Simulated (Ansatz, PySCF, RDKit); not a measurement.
Isomers of C2HNO. All species are isolated molecules in the gas phase. Strings in code marks are SMILES.

Quantity: electronic energy of isomers of C2HNO relative to `N#CC=O`, in kJ/mol. The restricted reference of `N#CC=O` and `N=C=C=O` is unstable towards unrestricted orbitals. Force-field values (RDKit) are differences of steric energies, which aren't made for comparing isomers with other bonds.

Level 1: frozen-core MP2/cc-pVQZ // CAM-B3LYP-D3(BJ)/def2-TZVP (Ansatz, a quantum-chemistry and plane-wave program)
Level 2: B3LYP/3-21G // CAM-B3LYP-D3(BJ)/def2-TZVP (PySCF)
Level 3: BP86/6-31G* // CAM-B3LYP-D3(BJ)/def2-TZVP (PySCF)
Level 4: MMFF94, relaxed from the DFT geometry (RDKit)

```
species    level 1  level 2  level 3  level 4
---------  -------  -------  -------  -------
`O=c1cn1`    126.7    199.4     99.5     83.6
`N=C=C=O`    186.7    149.8    138.7    16.09
```
